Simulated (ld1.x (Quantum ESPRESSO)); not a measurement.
## Before and after: TM potential for Sb (Z = 51)

Sb, norm-conserving Troullier–Martins (Kleinman–Bylander form), made with ld1.x (Quantum ESPRESSO) 7.5 (PBE, scalar-relativistic). Core [Kr] 4d10, reference 5s2 5p2 (charge +1). Waves: 5p (bound): rc 1.70 bohr; 5d channel at -0.05 Ry: rc 1.50 bohr; 5s (bound): rc 1.40 bohr. Local part: the s channel. Core correction: a·sin(br)/r model core, default radius (core density twice the valence density).

All-electron outer shells of the reference configuration (PBE, scalar-relativistic, ld1.x):

| shell | level (eV) | outermost node (bohr) | outermost maximum (bohr) |
| --- | --- | --- | --- |
| 5s | -20.64 | 0.95 | 1.88 |
| 5p | -11.99 | 1.04 | 2.24 |

Change: wave 5p (bound): rc 1.70 bohr becomes 5p (bound): rc 2.52 bohr.

Cutoffs: the cutoffs (Ry, on a coarse ladder) from which the occupation-weighted sum of valence levels, in a spherical-Bessel basis at the reference potential, stays within 10 and 1 mRy of its value at 400 Ry; they do not see the model core or the augmentation charge, which bear on the density cutoff. Errors are all-electron minus pseudo energies relative to the spin-unpolarised reference configuration.

Question: What does the change do?

Answer: The potential gets softer (55 Ry and 180 Ry → 45 Ry and 180 Ry); the bound ghosts move from d, p to d; of the 7 tests that both files solve, the error grows in 2 and shrinks in 0 by more than 15 % and 0.3 meV (median size 5.9 → 14.7 meV). A larger radius leaves more room for a smooth pseudo-wave, so fewer plane waves are needed.

```tsv
quantity	base	changed
cutoff, loose	55 Ry	45 Ry
cutoff, tight	180 Ry	180 Ry
loose cutoff by channel (10 mRy a level)	p 35 Ry, s 40 Ry	p 10 Ry, s 40 Ry
bound ghosts	p, d	d
error for 5s2 5p3, meV [ΔE -8.32 eV]	-1.1	-1.2
error for 5s2 5p1, meV [ΔE 15.97 eV]	-14	-15
error for 5s2 5p0, meV [ΔE 40.38 eV]	-69	-75
error for 5s1 5p3, meV [ΔE 8.73 eV]	-14	-20
error for 5s2 5p3.3, meV [ΔE -9.48 eV]	-1.8	-2.0
error for 5s1 5p4, meV [ΔE -0.21 eV]	-5.9	-15
error for 5s2 5p2.5, meV [ΔE -5.05 eV]	+0.2	+0.1
```

 A true bound ghost makes a file unfit for plane-wave use even where its test errors are small: the radial tests pick states by their node count and pass the ghost by.
